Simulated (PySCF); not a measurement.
# Working out the ionisation energy of Cd⁺

Cd⁺ [Kr] 4d10 5s1 (2S) → Cd²⁺ [Kr] 4d10 (1S). Calculation: PySCF 2.14, in def2-SVP with the def2 core potential (28 electrons) (5s3p2d1f, 31 functions); scalar relativity through the core potential. Frozen: 4s2 4p6. Energies in hartree (1 hartree = 27.21139 eV):

```
            part  Cd⁺ (lower)  Cd²⁺ (upper)
             UHF  -166.576992   -166.004128
CCSD correlation    -0.229238     -0.205209
             (T)    -0.002906     -0.001858
```

What does Hartree-Fock give?

(-166.004128) − (-166.576992) = 0.572864 hartree = 15.588 eV.

What do CCSD and CCSD(T) give?

The CCSD correlation energies differ by 0.024029 hartree = 0.654 eV and the triples by 0.001048 hartree = 0.029 eV, so CCSD gives 16.242 eV and CCSD(T) 16.271 eV.

Measured between the centres of the two terms (NIST): 16.908 eV, so CCSD(T) (valence) is off by -0.637 eV.

A double-zeta basis recovers only part of the correlation energy.

What remains against the reference includes basis incompleteness, the frozen core and higher excitations.
